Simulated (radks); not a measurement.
Results of a calculation; reference values are marked as such.
Initial-state core-level shifts of the silicon ion Si+ when its valence configuration changes from [Ne] 3s2 3p1. Level of theory: non-relativistic Kohn-Sham, r2SCAN, spin-unpolarised, spherical densities, point nucleus; meta-GGA in the generalised Kohn-Sham scheme (a radial shooting solver on a logarithmic mesh with Libxc functionals). Shifts are changes of the shell-averaged eigenvalues in eV (positive: less bound); the change of the density at the nucleus, which sets a Mossbauer isomer shift, is in e/bohr^3, on a base of 1768.

valence          1s      2s      2p  density at nucleus
3s1 3p2      -1.760  -1.686  -1.681             -4.6884
3p3          -3.457  -3.308  -3.300             -9.4613
3s1.5 3p1.5  -0.888  -0.851  -0.848             -2.3351
3s0.5 3p2.5  -2.617  -2.505  -2.498             -7.0617
